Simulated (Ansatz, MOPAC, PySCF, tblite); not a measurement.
Energy landscape of Al2O, singlet: symmetric bend, bond length relaxed. Scanned: Al-O-Al angle. Other coordinates (O-Al bond length) were minimised at B3LYP/def2-TZVP.

Levels of theory: PM7, restricted, heats of formation (MOPAC); RHF/STO-3G = restricted Hartree-Fock/STO-3G run with PySCF; GFN2-xTB, 300 K electronic temperature (tblite); CCSD(T)/aug-cc-pVQZ = CCSD(T) on RHF/aug-cc-pVQZ, frozen core in Ansatz (a program for electronic structure).

Energies relative to the lowest point of each profile, in eV; the last columns give the difference from CCSD(T):

```json
[
 {"a / °": "180", "PM7": "0.049", "RHF/STO-3G": "0.000", "GFN2-xTB": "0.000", "CCSD(T)/aug-cc-pVQZ": "0.000", "PM7 − CCSD(T)/aug-cc-pVQZ": "0.049", "RHF/STO-3G − CCSD(T)/aug-cc-pVQZ": "0.000", "GFN2-xTB − CCSD(T)/aug-cc-pVQZ": "0.000"},
 {"a / °": "167", "PM7": "0.033", "RHF/STO-3G": "0.001", "GFN2-xTB": "0.026", "CCSD(T)/aug-cc-pVQZ": "0.008", "PM7 − CCSD(T)/aug-cc-pVQZ": "0.025", "RHF/STO-3G − CCSD(T)/aug-cc-pVQZ": "-0.007", "GFN2-xTB − CCSD(T)/aug-cc-pVQZ": "0.018"},
 {"a / °": "157", "PM7": "0.009", "RHF/STO-3G": "0.002", "GFN2-xTB": "0.080", "CCSD(T)/aug-cc-pVQZ": "0.027", "PM7 − CCSD(T)/aug-cc-pVQZ": "-0.018", "RHF/STO-3G − CCSD(T)/aug-cc-pVQZ": "-0.024", "GFN2-xTB − CCSD(T)/aug-cc-pVQZ": "0.053"},
 {"a / °": "147", "PM7": "0.000", "RHF/STO-3G": "0.009", "GFN2-xTB": "0.161", "CCSD(T)/aug-cc-pVQZ": "0.060", "PM7 − CCSD(T)/aug-cc-pVQZ": "-0.060", "RHF/STO-3G − CCSD(T)/aug-cc-pVQZ": "-0.051", "GFN2-xTB − CCSD(T)/aug-cc-pVQZ": "0.101"},
 {"a / °": "137", "PM7": "0.047", "RHF/STO-3G": "0.030", "GFN2-xTB": "0.263", "CCSD(T)/aug-cc-pVQZ": "0.114", "PM7 − CCSD(T)/aug-cc-pVQZ": "-0.067", "RHF/STO-3G − CCSD(T)/aug-cc-pVQZ": "-0.084", "GFN2-xTB − CCSD(T)/aug-cc-pVQZ": "0.150"},
 {"a / °": "127", "PM7": "0.210", "RHF/STO-3G": "0.077", "GFN2-xTB": "0.382", "CCSD(T)/aug-cc-pVQZ": "0.197", "PM7 − CCSD(T)/aug-cc-pVQZ": "0.013", "RHF/STO-3G − CCSD(T)/aug-cc-pVQZ": "-0.120", "GFN2-xTB − CCSD(T)/aug-cc-pVQZ": "0.184"},
 {"a / °": "117", "PM7": "0.573", "RHF/STO-3G": "0.176", "GFN2-xTB": "0.513", "CCSD(T)/aug-cc-pVQZ": "0.324", "PM7 − CCSD(T)/aug-cc-pVQZ": "0.249", "RHF/STO-3G − CCSD(T)/aug-cc-pVQZ": "-0.148", "GFN2-xTB − CCSD(T)/aug-cc-pVQZ": "0.189"},
 {"a / °": "107", "PM7": "1.237", "RHF/STO-3G": "0.362", "GFN2-xTB": "0.653", "CCSD(T)/aug-cc-pVQZ": "0.515", "PM7 − CCSD(T)/aug-cc-pVQZ": "0.721", "RHF/STO-3G − CCSD(T)/aug-cc-pVQZ": "-0.153", "GFN2-xTB − CCSD(T)/aug-cc-pVQZ": "0.138"},
 {"a / °": "97", "PM7": "—", "RHF/STO-3G": "0.695", "GFN2-xTB": "0.831", "CCSD(T)/aug-cc-pVQZ": "0.807", "PM7 − CCSD(T)/aug-cc-pVQZ": "—", "RHF/STO-3G − CCSD(T)/aug-cc-pVQZ": "-0.111", "GFN2-xTB − CCSD(T)/aug-cc-pVQZ": "0.024"},
 {"a / °": "87", "PM7": "—", "RHF/STO-3G": "1.278", "GFN2-xTB": "1.156", "CCSD(T)/aug-cc-pVQZ": "1.264", "PM7 − CCSD(T)/aug-cc-pVQZ": "—", "RHF/STO-3G − CCSD(T)/aug-cc-pVQZ": "0.013", "GFN2-xTB − CCSD(T)/aug-cc-pVQZ": "-0.109"},
 {"a / °": "80", "PM7": "—", "RHF/STO-3G": "1.925", "GFN2-xTB": "1.586", "CCSD(T)/aug-cc-pVQZ": "1.747", "PM7 − CCSD(T)/aug-cc-pVQZ": "—", "RHF/STO-3G − CCSD(T)/aug-cc-pVQZ": "0.178", "GFN2-xTB − CCSD(T)/aug-cc-pVQZ": "-0.161"}
]
```

PM7 is furthest from CCSD(T)/aug-cc-pVQZ at 107 (0.721 eV, above); its mean absolute difference over the points is 0.150 eV.

RHF/STO-3G is furthest from CCSD(T)/aug-cc-pVQZ at 80 (0.178 eV, above); its mean absolute difference over the points is 0.081 eV.

GFN2-xTB is furthest from CCSD(T)/aug-cc-pVQZ at 117 (0.189 eV, above); its mean absolute difference over the points is 0.102 eV.

Dashes: no converged value, or the column stops at the first point that the program doubted or that broke a chosen test of continuity, which isn't proof of a fault.
